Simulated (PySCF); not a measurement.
# Field gradients at the hydrogen positions

C7H8O3.
Cartesian coordinates in Å at the GFN2-xTB level; atoms count from 1:
```xyz
18
C7H8O3 angstrom
C      2.9437    0.3816   -0.5482
C      1.5912    1.0813   -0.5589
C      0.4553    0.1411   -0.3406
C      0.4151   -1.2142   -0.1294
C     -0.9425   -1.5520    0.0105
C     -1.6445   -0.3770   -0.1246
C     -3.0795   -0.1451   -0.0701
O     -3.9020   -1.0085    0.1228
O     -3.4119    1.1421   -0.2592
O     -0.7848    0.6477   -0.3374
H      3.1126   -0.1075    0.4074
H      3.7378    1.1057   -0.7102
H      2.9945   -0.3668   -1.3346
H      1.4395    1.5928   -1.5138
H      1.5609    1.8491    0.2196
H      1.2483   -1.8836   -0.0813
H     -1.3671   -2.5184    0.1858
H     -4.3755    1.2380   -0.2143
```

Level: PBE0/pcSseg-1 (PySCF, non-relativistic); Q(2H) = 0.00286 b; rigid geometry, the same for H and D, with no vibrational averaging.

Question: Rank these positions by the coupling χzz of a deuteron there, largest first.
A. H18 (acid proton)
B. H16 (aromatic hydrogen)
C. H15 (methylene hydrogen)
D. H13 (methyl hydrogen)

Answer: A (294 kHz), B (236 kHz), D (211 kHz), C (200 kHz).

Give the electric field gradient Vzz (the principal value of largest size), its asymmetry and the 2H coupling at each hydrogen.

```csv
atom,bonded to,bond length (Å),Vzz (au),η,χzz (kHz)
H11,C1,1.087,0.3143,0.02,211
H12,C1,1.087,0.3160,0.02,212
H13,C1,1.087,0.3143,0.02,211
H14,C2,1.094,0.2984,0.03,200
H15,C2,1.094,0.2983,0.03,200
H16,C4,1.070,0.3507,0.07,236
H17,C5,1.070,0.3468,0.04,233
H18,O9,0.969,0.4368,0.10,294
```

Average by the element that carries the hydrogen.

on C: 215 kHz over 7 positions, mean bond length 1.084 Å; on O: 294 kHz over 1 position, mean bond length 0.969 Å.

Give the 2H NMR doublet splittings at H15 for a magnetic field along the z, y and x axes of the gradient: 3χ/2, 3χ(1 + η)/4, 3χ(1 − η)/4.

With |χ| = 200.5 kHz and η = 0.029: 301, 155 and 146 kHz, to first order and without motion.

Isolated species at its GFN2-xTB geometry (one conformer only). GFN2-xTB bond lengths can be off by several hundredths of an ångström, more for odd bonds, and the gradients follow them. With a basis this small, the couplings can be 20 % off.
